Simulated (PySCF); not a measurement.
A GIAO shielding run with PySCF 2.14 (density fitting, non-relativistic, gas phase) on `CC#C[Si]1(CC)CSC1`, C7H12SSi:

```
$ OMP_NUM_THREADS=1 python probes_run.py task.json out

{"job": {"kind": "nmr", "xc": "PBE0", "basis": "pcSseg-1"}, "charge": 0, "multiplicity": 1}
C      3.785186    -0.168164     0.392699
C      2.348738    -0.233580     0.272312
C      1.147729    -0.290347     0.174079
Si    -0.688032    -0.401228     0.024576
C     -1.576011     1.176111     0.598490
C     -1.049099     2.415174    -0.114098
C     -1.344050    -2.053368     0.739485
S     -1.721295    -2.733082    -0.923280
C     -1.210250    -1.132577    -1.670319
H      4.094562    -0.570429     1.357030
H      4.250548    -0.751843    -0.400930
H      4.119473     0.865927     0.315293
H     -2.651486     1.094712     0.433363
H     -1.431887     1.294702     1.672705
H     -1.202455     2.337563    -1.187966
H     -1.556414     3.310976     0.239882
H      0.016823     2.530310     0.066747
H     -2.250146    -2.015593     1.338074
H     -0.615701    -2.684087     1.239923
H     -2.057579    -0.674108    -2.174479
H     -0.417574    -1.300126    -2.394055
```

Hardware: 1 thread of an Arm Neoverse V1, shared host. The job also computes population analyses, field gradients, ring-centre shieldings.

Question: How large is the calculation?

Answer: 84 electrons, 227 basis functions and 1219 auxiliary functions.

Question: How long does it take, and how much memory does it need?

Answer: 49 s of wall time, with 14 SCF cycles and 5 response iterations; peak memory 1.1 GiB. Times on a shared host scatter by some tens of per cent.
